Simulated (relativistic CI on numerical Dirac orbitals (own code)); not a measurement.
**Hyperfine structure of Se XVI, mass number 79**

Method of calculation: Dirac-Coulomb-Breit CI, orbitals from a KLI potential per configuration, a model potential for QED, unscaled Slater integrals (own radial code, finite nucleus).

CI space (outside the closed core [Ne]): 3s2.3p6.3d, 3s2.3p5.3d2, 3s.3p6.3d2, 3s2.3p6.4s, 3s2.3p6.4p, 3s2.3p6.4d, 3s2.3p6.4f, 3s2.3p5.3d.4s, 3s2.3p5.3d.4p, 3s2.3p6.5s, 3p6.3d3, 3p5.3d4. Double excitations out of closed p, d and f shells are left out; levels of such configurations are missing from the list, as are those of other unlisted configurations, and high levels can miss mixing partners. These lack a partner that the ground configuration has and come out too high: 3s2.3p5.3d.4s, 3s2.3p5.3d.4p.

Nuclear spin I = 7/2, μ = -1.018 μN, Q = 0.8 b (tables of Stone and Pyykkö). The electronic factors are computed for point nuclear moments, without core polarisation or the Bohr-Weisskopf and QED corrections.

```json
{"Level": "3s2.3p6.3d 2D_3/2", "E (cm⁻¹)": "0", "A (MHz)": "-1483", "B (MHz)": "2460"}
{"Level": "3s2.3p6.3d 2D_5/2", "E (cm⁻¹)": "11054", "A (MHz)": "-636", "B (MHz)": "3410"}
{"Level": "3s2.3p5.3d2 4D°_1/2", "E (cm⁻¹)": "643979", "A (MHz)": "-964.9", "B (MHz)": ""}
{"Level": "3s2.3p5.3d2 4D°_3/2", "E (cm⁻¹)": "647899", "A (MHz)": "-967.5", "B (MHz)": "1920"}
{"Level": "3s2.3p5.3d2 4D°_5/2", "E (cm⁻¹)": "654606", "A (MHz)": "-722.2", "B (MHz)": "580"}
{"Level": "3s2.3p5.3d2 4D°_7/2", "E (cm⁻¹)": "664336", "A (MHz)": "-563.4", "B (MHz)": "-2890"}
{"Level": "3s2.3p5.3d2 4G°_11/2", "E (cm⁻¹)": "685199", "A (MHz)": "-1372", "B (MHz)": "-15200"}
{"Level": "3s2.3p5.3d2 4G°_9/2", "E (cm⁻¹)": "685386", "A (MHz)": "-1667", "B (MHz)": "-15600"}
```

Levels with J = 0, under 50 % of one LS term, or S terms without an open s electron are left out. Small factors come from cancelling terms and can be off by tens of per cent or more.

At this charge energies of transitions that change n are usually good to better than 1 %, and those within a shell (Δn = 0) to a few per cent.

**Question.** Give the hyperfine levels of 3s2.3p6.3d 2D_3/2 relative to its centre of gravity.

**Answer.** With K = F(F + 1) − I(I + 1) − J(J + 1), E = AK/2 + B[¾K(K + 1) − I(I + 1)J(J + 1)]/[2I(2I − 1)J(2J − 1)]: F = 2: 11330, F = 3: 5122, F = 4: -1512, F = 5: -7170 MHz.

LS names give the leading component of a level, which can be under half, so a name can repeat, a term be missing and a line seem to break the LS rules.
